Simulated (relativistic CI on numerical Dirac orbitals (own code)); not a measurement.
Co²⁺ in a cubic cluster: L2,3 absorption with charge transfer

Computed with a charge-transfer multiplet model of a cubic metal-ligand cluster with up to 2 ligand holes, Slater and spin-orbit integrals from Dirac-Coulomb-Breit ions, Slater integrals scaled by 0.7. The ground state mixes d7 with configurations of k ligand holes L, whose averages lie at kΔ + k(k − 1)U_dd/2; a core hole lowers each added d electron by U_cd. 20 K, Lorentzian 0.4 eV and Gaussian 0.3 eV FWHM.

Atomic integrals in eV (Slater integrals scaled, ζ unscaled), ground: F2dd 8.079, F4dd 5.014, zeta_d 0.063; with the core hole: F2dd 8.635, F4dd 5.365, zeta_d 0.084, zeta_core 9.670, F2cd 5.102, G1cd 3.822, G3cd 2.172.

Cluster parameters (eV): Δ = 5.2, U_dd = 7.8, U_cd = 9.6, 10Dq = 0.5, 10Dq(ligand) = 0, final-state hopping factor = 0.8.

Weights, n_d and S are thermal averages at 20 K. Photon energies count from the first peak over 30 % of the highest in each spectrum, which can be another peak from case to case. The parameters are a model scan and need not match a compound or its usual spin state. Peaks in eV (height, largest 100): 0.0 (45), 0.9 (82), 1.7 (100), 3.3 (12), 14.7 (18), 15.8 (44), 16.3 (28).

Question: Which parameters give this spectrum?
A. V(eg) = 2.7 eV, V(t2g) = -1.22 eV
B. V(eg) = 3 eV, V(t2g) = -1.35 eV
C. V(eg) = 3.3 eV, V(t2g) = -1.49 eV
D. V(eg) = 2.1 eV, V(t2g) = -0.95 eV
E. V(eg) = 3.9 eV, V(t2g) = -1.76 eV

Answer: E. V(eg) = 3.9 eV, V(t2g) = -1.76 eV; the ground state then has 7.45 d electrons and S = 0.58. The choice follows from running the model for each set and comparing peak positions and heights.
